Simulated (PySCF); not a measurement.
Two species compared at the same levels of theory.

First species: C3H11NSi.
SMILES: `C([SiH3])[C@H](C)N`

Second species: cyanomethyl acetate, C4H5NO2.
Atom-mapped SMILES: `[CH3:1][C:2](=[O:3])[O:4][CH2:5][C:6]#[N:7]` (hydrogens: H8, H9, H10 on C1; H11, H12 on C5)

Cartesian coordinates in Å at the GFN2-xTB level; atoms count from 1:
```xyz
12
C4H5NO2 angstrom
C      2.1112    0.1937    0.2852
C      0.8029   -0.5108    0.0729
O      0.6553   -1.6731   -0.1875
O     -0.2265    0.3415    0.2164
C     -1.5267   -0.2178    0.0436
C     -2.5114    0.8336    0.1662
N     -3.2915    1.6610    0.2643
H      2.5812   -0.2002    1.1839
H      1.9522    1.2620    0.3902
H      2.7684   -0.0140   -0.5555
H     -1.6046   -0.6884   -0.9468
H     -1.7092   -0.9883    0.8060
```

Levels: CAM-B3LYP/def2-SVPD for dipole moment, HOMO energy, LUMO energy, HOMO–LUMO gap, static isotropic polarisability and electronic spatial extent ⟨r²⟩ about the centre of nuclear charge; TDDFT CAM-B3LYP/def2-SVPD for lowest singlet excitation; TDA CAM-B3LYP/def2-SVPD for lowest triplet excitation (Tamm–Dancoff); GFN2-xTB for rotational constant A and rotational constant C. Geometries: GFN2-xTB. Each species is one conformer at its optimised geometry, gas phase, non-relativistic unless stated; the electronic structure was computed with PySCF and density fitting.

The conformers computed, where there is a choice (atom-mapped SMILES and torsion angles):
- `[CH3:1][C@H:2]([NH2:3])[CH2:4][SiH3:5]`: C1–C2–C4–Si5 -62°, H–N3–C2–C1 179°, H–N3–C2–C1 -62°
- `[CH3:1][C:2](=[O:3])[O:4][CH2:5][C:6]#[N:7]`: C1–C2–O4–C5 180°, C2–O4–C5–C6 -177°

Values for the first species:

| Quantity | Value |
| --- | --- |
| Dipole moment | 1.09 D |
| HOMO energy | -8.26 eV |
| LUMO energy | 1.15 eV |
| HOMO–LUMO gap | 9.41 eV |
| Lowest singlet excitation | 6.29 eV |
| Lowest triplet excitation (Tamm–Dancoff) | 6.01 eV |
| Static isotropic polarisability | 74.1 au |
| Electronic spatial extent ⟨r²⟩ about the centre of nuclear charge | 752 bohr² |
| Rotational constant A | 7.300 GHz |
| Rotational constant C | 1.733 GHz |

Question: Estimate the same properties for the second species, and the change in each.

Answer: 
| property | first | second | second less first |
| --- | --- | --- | --- |
| dipole moment | 1.09 D | 2.70 D | +1.61 D |
| HOMO energy | -8.26 eV | -10.22 eV | -1.96 eV |
| LUMO energy | 1.15 eV | 0.70 eV | -0.45 eV |
| HOMO–LUMO gap | 9.41 eV | 10.92 eV | +1.51 eV |
| lowest singlet excitation | 6.29 eV | 5.99 eV | -0.30 eV |
| lowest triplet excitation (Tamm–Dancoff) | 6.01 eV | 5.48 eV | -0.53 eV |
| static isotropic polarisability | 74.1 au | 58.5 au | -15.6 au |
| electronic spatial extent ⟨r²⟩ about the centre of nuclear charge | 752 bohr² | 930 bohr² | +178 bohr² |
| rotational constant A | 7.300 GHz | 8.217 GHz | +0.917 GHz |
| rotational constant C | 1.733 GHz | 1.183 GHz | -0.550 GHz |

On the first: No computed singlet falls in the visible range (750 to 380 nm, 1.65 to 3.26 eV); S1 lies 3.03 eV above its blue end. A dipole of 1.09 D is allowed in C1, and pure rotational transitions are dipole-allowed.

On the second: In wavenumbers S1 is 48300 cm⁻¹ (1 eV = 8065.54 cm⁻¹). S1 lies 4.93 eV below the HOMO–LUMO gap; its leading configuration is HOMO→LUMO+1, weight 0.95.
